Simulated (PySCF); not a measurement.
These are PySCF with PBE-D3(BJ)/def2-TZVP // r2SCAN-D4/def2-SVP values and carry that method's errors. Isolated molecules, 0 K electronic values unless said otherwise. One relaxed conformer stands for a flexible species; it need not be the lowest. 

Reference species: [Ti(Cl)2(NH2)2] (neutral, multiplicity 1).

| Quantity | Value |
|---|---|
| coordination number | 4 |
| HOMO | -6.53 eV |

Changed species: [Ti(Cl)4] (0 of 4 Cl replaced by NH2; the reference has 2 of 4 Cl replaced by NH2).

### Question
Give the shifts of the coordination number and HOMO.

### Answer
the coordination number is nearly the same; the HOMO falls by 1.73 eV, to -8.26 eV.
